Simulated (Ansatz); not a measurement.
Reaction (redistribution): `F[CH]([AlH2])[SiH3]` + `[F][SbH][SH]` → `[F][SbH][AlH2]` + `FC([SiH3])S`

Program: Ansatz. Geometries: PBE0-D4/def2-TZVP. ΔE: electronic, gas phase. CCSD(T)/CBS is the MP2 limit (def2-TZVPP, def2-QZVPP) plus CCSD(T) − MP2 in def2-TZVPP, frozen cores. DFT in def2-TZVPP. Elements past krypton have def2 core potentials. For Sb outer-core shells are correlated without core-valence functions, which leaves a few kJ/mol of doubt a bond. Each species was taken in one conformer, which may not be the lowest.

```
              species  r2SCAN energy (Eh)
`F[CH]([AlH2])[SiH3]`          -673.38770
       `[F][SbH][SH]`          -739.62158
     `[F][SbH][AlH2]`          -584.41005
        `FC([SiH3])S`          -828.58285
```

Work out ΔE.

ΔE = (-584.41005) + (-828.58285) − (-673.38770) − (-739.62158) = 0.01638 Eh = +43.0 kJ/mol. CCSD(T)/CBS gives +41.6 kJ/mol.

Largest T1 diagnostic among the species: 0.014.

At CCSD(T), def2-SVP lies −9.8 kJ/mol from the extrapolated value and def2-TZVPP −3.3 kJ/mol. From r2SCAN to r2SCAN0 (25 % exact exchange), in def2-TZVPP and without D4, ΔE moves by −3.4 kJ/mol.
